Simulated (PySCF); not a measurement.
Working out the ionisation energy of F+

F+ [He] 2s2 2p4 (3P) → F(2+) [He] 2s2 2p3 (4S). Calculation: PySCF 2.14, in jorge-DZP-DKH (4s2p1d, 15 functions); scalar relativity by spin-free X2C-1e. Frozen: 1s2. Energies in hartree (1 hartree = 27.21139 eV):

```csv
part,F+ (lower),F(2+) (upper)
UHF,-98.907506,-97.675739
CCSD correlation,-0.103459,-0.078224
(T),-0.000882,-0.000310
```

Q: What does Hartree-Fock give?

A: (-97.675739) − (-98.907506) = 1.231767 hartree = 33.518 eV.

Q: What do CCSD and CCSD(T) give?

A: The CCSD correlation energies differ by 0.025235 hartree = 0.687 eV and the triples by 0.000572 hartree = 0.016 eV, so CCSD gives 34.205 eV and CCSD(T) 34.221 eV.

Measured between the centres of the two terms (NIST): 34.950 eV, so CCSD(T) (valence) is off by -0.729 eV.

A double-zeta basis recovers only part of the correlation energy.

What remains against the reference includes basis incompleteness, the frozen core and higher excitations.
